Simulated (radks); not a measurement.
Values are calculated unless marked as measured or tabulated.
Question: All-electron atom: Kr in [Kr]. Code: a radial shooting solver on a logarithmic mesh with Libxc functionals. Model: scalar-relativistic Kohn-Sham, r2SCAN, spin-polarised, spherical densities, finite nucleus; meta-GGA in the generalised Kohn-Sham scheme; Fermi nuclear charge, rms radius 4.1884 fm; hard spherical wall at 10 bohr. Some entries of the table are withheld. Estimate them.

| orbital | occ. | eigenvalue (hartree) | <r> (bohr) | r(max) (bohr) |
|---|---|---|---|---|
| 1s | 2 | -521.6344 | 0.04149 | 0.02708 |
| 2s | 2 | -69.05167 | (1) | 0.1541 |
| 2p | 6 | -60.97109 | 0.1601 | 0.1235 |
| 3s | 2 | (2) | 0.5291 | 0.4662 |
| 3p | 6 | -7.33457 | 0.5398 | 0.4630 |
| 3d | 10 | -3.04387 | 0.5557 | (3) |
| 4s | 2 | -0.87997 | 1.581 | 1.342 |
| 4p | 6 | -0.35464 | 1.935 | 1.551 |
| 5s | 0 | 0.03051 | 5.263 | 5.071 |
| 5p | 0 | 0.09276 | 6.020 | 6.170 |
| 4d | 0 | 0.12429 | 5.480 | 5.963 |

Answer: 
(1) 2s <r> (bohr): 0.1833
(2) 3s eigenvalue (hartree): -9.93827
(3) 3d r(max) (bohr): 0.4128
